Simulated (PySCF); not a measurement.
C₃H₂N, doublet, at a GFN2-xTB geometry; CAMB3LYP/def2-SV(P) run with PySCF.

The PySCF input:
```python
from pyscf import gto, scf, dft

mol = gto.Mole()
mol.atom = '''
    C    -0.113138   -1.673188    0.009367
    C     0.548551   -0.556984   -0.005074
    C    -0.072797    0.716799   -0.002318
    H     0.061678   -2.721787    0.011804
    H     1.644219   -0.484411   -0.020722
    N    -0.554513    1.755205   -0.000419
'''
mol.basis = 'def2-sv(p)'
mol.charge = 0
mol.spin = 1
mol.verbose = 4
mol.build()

mf = dft.UKS(mol)
mf.xc = 'camb3lyp'
mf.kernel()
```

Q: Predict the main parts of the log of this PySCF run.

A: 
```
PySCF version 2.14.0

[INPUT] verbose = 4
[INPUT] num. atoms = 6
[INPUT] num. electrons = 27
[INPUT] charge = 0
[INPUT] spin (= nelec alpha-beta = 2S) = 1
[INPUT] symmetry False subgroup None
[INPUT] Mole.unit = angstrom
[INPUT] Symbol           X                Y                Z      unit          X                Y                Z       unit  Magmom
[INPUT]  1 C     -0.113138000000  -1.673188000000   0.009367000000 AA   -0.213799834281  -3.161867074909   0.017701064609 Bohr   0.0
[INPUT]  2 C      0.548551000000  -0.556984000000  -0.005074000000 AA    1.036611155356  -1.052547215765  -0.009588470356 Bohr   0.0
[INPUT]  3 C     -0.072797000000   0.716799000000  -0.002318000000 AA   -0.137566392690   1.354553796362  -0.004380385157 Bohr   0.0
[INPUT]  4 H      0.061678000000  -2.721787000000   0.011804000000 AA    0.116554527911  -5.143431999402   0.022306327174 Bohr   0.0
[INPUT]  5 H      1.644219000000  -0.484411000000  -0.020722000000 AA    3.107123598806  -0.915404121727  -0.039158904753 Bohr   0.0
[INPUT]  6 N     -0.554513000000   1.755205000000  -0.000419000000 AA   -1.047877702511   3.316856742467  -0.000791795246 Bohr   0.0

nuclear repulsion = 84.0489587694339
number of shells = 28
number of NR pGTOs = 104
number of NR cGTOs = 60
basis = def2-sv(p)
ecp = {}

******** <class 'pyscf.dft.uks.UKS'> ********
method = UKS
initial guess = minao
damping factor = 0
level_shift factor = 0
DIIS = <class 'pyscf.scf.diis.CDIIS'>
diis_start_cycle = 1
diis_space = 8
diis_damp = 0
SCF conv_tol = 1e-09
SCF conv_tol_grad = None
SCF max_cycles = 50
direct_scf = True
direct_scf_tol = 1e-13
number electrons alpha = 14  beta = 13
XC library pyscf.dft.libxc version 7.1.2
    S. Lehtola, C. Steigemann, M. J. T. Oliveira, and M. A. L. Marques,  SoftwareX 7, 1–5 (2018)
XC functionals = camb3lyp
    T. Yanai, D. P. Tew, and N. C. Handy,  Chem. Phys. Lett. 393, 51 (2004)
radial grids:
    Treutler-Ahlrichs [JCP 102, 346 (1995); DOI:10.1063/1.469408] (M4) radial grids

becke partition: Becke, JCP 88, 2547 (1988); DOI:10.1063/1.454033
pruning grids: <function nwchem_prune>
grids dens level: 3
symmetrized grids: False
atomic radii adjust function: <function treutler_atomic_radii_adjust>
small_rho_cutoff = 0
Set gradient conv threshold to 3.16228e-05
tot grids = 75872
init E= -170.427861030156

cycle= 1 E= -169.847757793121  delta_E= 0.58  |g|= 0.328  |ddm|= 2.02
cycle= 2 E= -169.758546091913  delta_E= 0.0892  |g|= 0.588  |ddm|= 0.693
cycle= 3 E= -169.911387642425  delta_E= -0.153  |g|= 0.0291  |ddm|= 0.412
cycle= 4 E= -169.912085569301  delta_E= -0.000698  |g|= 0.0206  |ddm|= 0.0842
cycle= 5 E= -169.912387889482  delta_E= -0.000302  |g|= 0.00843  |ddm|= 0.0315
cycle= 6 E= -169.912488947604  delta_E= -0.000101  |g|= 0.00383  |ddm|= 0.014
cycle= 7 E= -169.912545658715  delta_E= -5.67e-05  |g|= 0.0024  |ddm|= 0.013
cycle= 8 E= -169.912584329556  delta_E= -3.87e-05  |g|= 0.00118  |ddm|= 0.0138
cycle= 9 E= -169.912595116656  delta_E= -1.08e-05  |g|= 0.000429  |ddm|= 0.00936
cycle= 10 E= -169.912595929072  delta_E= -8.12e-07  |g|= 0.000216  |ddm|= 0.00236
cycle= 11 E= -169.912596036596  delta_E= -1.08e-07  |g|= 0.000107  |ddm|= 0.000671
cycle= 12 E= -169.912596073468  delta_E= -3.69e-08  |g|= 5.15e-05  |ddm|= 0.000333
cycle= 13 E= -169.912596083537  delta_E= -1.01e-08  |g|= 3.2e-05  |ddm|= 0.000195
cycle= 14 E= -169.912596085054  delta_E= -1.52e-09  |g|= 2.44e-05  |ddm|= 7.22e-05
cycle= 15 E= -169.912596085626  delta_E= -5.72e-10  |g|= 5.54e-06  |ddm|= 4.49e-05
Extra cycle  E= -169.912596085669  delta_E= -4.31e-11  |g|= 4.88e-06  |ddm|= 1.1e-05
converged SCF energy = -169.912596085669  <S^2> = 0.76670959  2S+1 = 2.0166404
```
